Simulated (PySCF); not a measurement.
**[V(SH)6]2-: axial bond length as a parameter**

[V(SH)6]2-: V(IV) (d1), charge -2. The structure is a model geometry with rigid ligands and bond lengths from ionic radii, not a minimum; coordination octahedral, point group S6, metal–donor distances 2.32 Å.

The d shell alone is too small an active space for [V(SH)6]2- (an active orbital has only 0.63 squared overlap with the free ion's shell): its levels, fitted parameters, g values and moments show what this model gives and aren't sound predictions.

```
13

V     0.0000    0.0000    0.0000
S     0.0000    0.0000    2.3200
H     1.3200    0.0000    2.5700
S     0.0000    0.0000   -2.3200
H    -1.3200    0.0000   -2.5700
S     2.3200    0.0000    0.0000
H     2.5700    1.3200    0.0000
S    -2.3200    0.0000    0.0000
H    -2.5700   -1.3200    0.0000
S     0.0000    2.3200    0.0000
H     0.0000    2.5700    1.3200
S     0.0000   -2.3200    0.0000
H     0.0000   -2.5700   -1.3200
```

Method (PySCF 2.14, density fitting): CASSCF(1,5) with orbitals averaged over all microstates of the shell, strongly contracted NEVPT2 on the averaged canonical orbitals; basis x2c-TZVPall on the metal, x2c-SVPall elsewhere; spin-free X2C; IEF-PCM water; spin-orbit coupling by state interaction with the mean-field operator over all roots.

The two bonds along z are scaled, the others stay.

```
axial bond length  group           ground  next state (NEVPT2) / cm⁻¹  orbital energies above the lowest (NEVPT2 fit) / cm⁻¹  μeff(300 K) / μB
          2.088 Å     Ci  2Ag (from 2T2g)        2Ag (from 2T2g) 1547                                0 1547 6038 27206 35471              1.74
          2.204 Å     Ci  2Ag (from 2T2g)         2Ag (from 2T2g) 594                                 0 594 2564 26438 30572              1.74
          2.320 Å     S6  2Eg (from 2T2g)         2Ag (from 2T2g) 194                                    0 0 194 26112 26112              1.77
          2.436 Å     Ci  2Ag (from 2T2g)        2Ag (from 2T2g) 1584                                0 1584 1782 23818 27756              1.74
          2.552 Å     Ci  2Ag (from 2T2g)        2Ag (from 2T2g) 2880                                0 2880 2990 21527 29124              1.74
```

At 2.320 Å the ground state is orbitally degenerate, so the regular structure would distort there (Jahn–Teller).

The geometry is a model, and the complex may not exist in this form. Charge-transfer states lie outside this active space and may come lower than some of these levels. 2Ag (from 2T2g) (194 cm⁻¹) lies within 300 cm⁻¹ of 2Eg (from 2T2g) at NEVPT2 level, inside the method's error: they are parts of one split term, whose order is undecided, and g values and low-temperature moments can hang on it. NEVPT2 lifts 2Eg from 22256 to 26112 cm⁻¹; on the d shell alone it tends to overshoot states that fill the eg-type orbitals. NEVPT2 on the d shell alone tends to put d–d bands too high for such charged or covalently bound ions.
